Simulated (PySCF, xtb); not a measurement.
Si(Cl)2(NH2)2 (Cl2H4N2Si), SMILES N[Si](N)(Cl)Cl. The values are those of a single conformer.

Harmonic wavenumbers (cm⁻¹) from xtb 6.7.1 with GFN2-xTB at its own minimum, in rising order: 122, 155, 178, 193, 214, 219, 255, 425, 449, 477, 510, 810, 813, 892, 958, 1496, 1500, 3488, 3490, 3526, 3528.

### Question
What does PySCF with PBE-D3(BJ)/def2-SVP give at its own minimum? (The exact figures need the calculation; the answer reports its results.)

### Answer
150, 177, 223, 246, 261, 274, 396, 418, 422, 474, 553, 801, 814, 864, 929, 1476, 1480, 3494, 3495, 3597, 3598. Paired by order, the mean absolute difference is 35 cm⁻¹ and the zero-point energies are 33.9 and 34.5 kcal/mol.
